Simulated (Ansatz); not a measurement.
Reaction (substitution at a C–Al bond): `[OH][AlH][CH2]F` + `CB(O)O` → `CB(O)OCF` + `[OH][AlH2]`

Computed with Ansatz on PBE0-D4/def2-TZVP structures; ΔE is electronic, products minus reactants. CBS: MP2 limit from def2 TZ/QZ plus the TZ coupled-cluster correction, frozen cores. This one scheme is used for every species. Functionals use def2-TZVPP. One conformer a species, not always the lowest.

`[OH][AlH][CH2]F`:

```xyz
8

O    -0.724    0.398   -1.791
Al    0.295   -0.324   -0.642
C    -0.076    0.209    1.223
F     0.809   -0.438    2.096
H    -0.671    0.242   -2.732
H     1.434   -1.335   -1.068
H    -1.097   -0.043    1.535
H     0.031    1.290    1.379
```

`CB(O)O`:

Cartesian coordinates in Å:
```
C 1.081 -0.584 -0.187
B -0.270 0.172 0.050
O -0.732 0.296 1.334
O -0.945 0.661 -1.037
H 1.755 -0.491 0.667
H 0.880 -1.652 -0.320
H 1.589 -0.239 -1.089
H -1.576 0.743 1.430
H -1.780 1.094 -0.847
```

`CB(O)OCF`:

```xyz
12

C    -0.347    0.672   -1.263
B     0.734    0.446   -0.154
O     1.963    1.009   -0.273
O     0.520   -0.297    0.994
C    -0.650   -0.986    1.204
F    -0.626   -2.176    0.516
H     0.066    1.228   -2.105
H    -0.746   -0.275   -1.635
H    -1.200    1.240   -0.876
H     2.535    0.790    0.469
H    -0.726   -1.221    2.267
H    -1.526   -0.430    0.854
```

`[OH][AlH2]`:

Cartesian coordinates in Å:
```
O -0.181 1.022 0.634
Al -0.008 -0.505 -0.082
H 0.070 1.837 0.203
H 0.597 -0.623 -1.542
H -0.479 -1.733 0.788
```

```json
{"level": "BLYP-D4", "ΔE (eV)": "0.20"}
{"level": "B2PLYP", "ΔE (eV)": "0.19"}
{"level": "r2SCAN", "ΔE (eV)": "0.17"}
{"level": "MP2/CBS(def2)", "ΔE (eV)": "0.23"}
```

(1) What does CCSD(T)/CBS give? (An estimate is asked.)

Largest T1 diagnostic among the species: 0.012.

Results:

(1) Computed: +0.20 eV. The listed levels differ from it by 0.00, -0.01, -0.03, 0.03 eV.

In def2-TZVPP, CCSD(T) changes the Hartree–Fock value by +0.10 eV (the triples alone add −0.00 eV) and MP2 by +0.13 eV. At CCSD(T), def2-SVP lies −0.27 eV from the extrapolated value and def2-TZVPP −0.06 eV.
